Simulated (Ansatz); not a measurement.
Relaxation of B2H4SSi (8 atoms, charge 0, multiplicity 1), to a largest force component of 0.02 eV/Å in at most 50 steps.

These are results of Ansatz, UKS PBE0/cc-pVDZ, not measurements.

```xyz
8
Properties=species:S:1:pos:R:3
B -0.330 1.537 -0.109
Si 0.596 -0.093 -0.224
B -0.372 -1.653 0.587
S -0.295 -1.418 -1.354
H -0.113 2.354 0.709
H -1.357 1.744 -0.766
H 2.086 -0.143 -0.390
H -0.122 -2.386 1.491
```

Where does it end, and by what steps?

The run converged. After 11 steps the energy has fallen by 1.647 eV; H5 moved furthest, 0.56 Å.

```json
{"step": "0", "energy less start (eV)": "0.0000", "largest force component (eV/Å)": "4.865", "accepted": "yes"}
{"step": "1", "energy less start (eV)": "-1.2207", "largest force component (eV/Å)": "1.679", "accepted": "yes"}
{"step": "2", "energy less start (eV)": "-1.5634", "largest force component (eV/Å)": "0.806", "accepted": "yes"}
{"step": "3", "energy less start (eV)": "-1.6181", "largest force component (eV/Å)": "0.536", "accepted": "yes"}
{"step": "4", "energy less start (eV)": "-1.6266", "largest force component (eV/Å)": "0.398", "accepted": "yes"}
{"step": "5", "energy less start (eV)": "-1.6334", "largest force component (eV/Å)": "0.266", "accepted": "yes"}
{"step": "6", "energy less start (eV)": "-1.6424", "largest force component (eV/Å)": "0.091", "accepted": "yes"}
{"step": "7", "energy less start (eV)": "-1.6442", "largest force component (eV/Å)": "0.042", "accepted": "yes"}
{"step": "8", "energy less start (eV)": "-1.6449", "largest force component (eV/Å)": "0.105", "accepted": "yes"}
{"step": "9", "energy less start (eV)": "-1.6461", "largest force component (eV/Å)": "0.054", "accepted": "yes"}
{"step": "10", "energy less start (eV)": "-1.6463", "largest force component (eV/Å)": "0.023", "accepted": "yes"}
{"step": "11", "energy less start (eV)": "-1.6465", "largest force component (eV/Å)": "0.014", "accepted": "yes"}
```

```xyz
8
Properties=species:S:1:pos:R:3
B -0.378 1.646 -0.067
Si 0.662 -0.034 -0.108
B -0.167 -1.745 0.448
S -0.252 -1.688 -1.303
H 0.115 2.680 0.313
H -1.548 1.618 -0.358
H 2.148 -0.015 -0.282
H -0.487 -2.520 1.300
```

Whether the end is a true minimum wasn't checked by a vibrational analysis.

The run took 34 s on 2 threads of Arm Neoverse V2, on a shared host, peak memory 0.22 GiB.
